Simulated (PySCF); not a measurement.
Excitations are Tamm–Dancoff values on a coarser integration grid. The basis has no diffuse functions, so Rydberg states are missing or too high.

Cartesian coordinates (Å):
```xyz
7

B      1.9693    -0.0532     0.6220
C      0.6338    -0.0513     0.4127
C     -0.6870    -0.1363     0.2721
O     -1.4067     0.7218    -0.4933
H      3.1347    -0.0415     0.7946
H     -1.2947    -0.9107     0.7674
H     -2.3495     0.4712    -0.4493
```
Charge 0, multiplicity 1.

### Question
What S1 excitation (TDA), dipole moment, HOMO–LUMO gap, total energy, LUMO, S1–T1 gap (TDA), brightest of the four lowest singlets (TDA) and HOMO does PBE-D3(BJ)/def2-TZVP (PySCF) give?

### Answer

| Quantity | Value |
|---|---|
| S1 excitation (TDA) | 2.49 eV |
| dipole moment | 2.77 D |
| HOMO–LUMO gap | 2.42 eV |
| total energy | -177.8448 Ha |
| LUMO | -2.89 eV |
| S1–T1 gap (TDA) | 0.35 eV |
| brightest of the four lowest singlets (TDA) | 5.71 eV |
| HOMO | -5.31 eV |
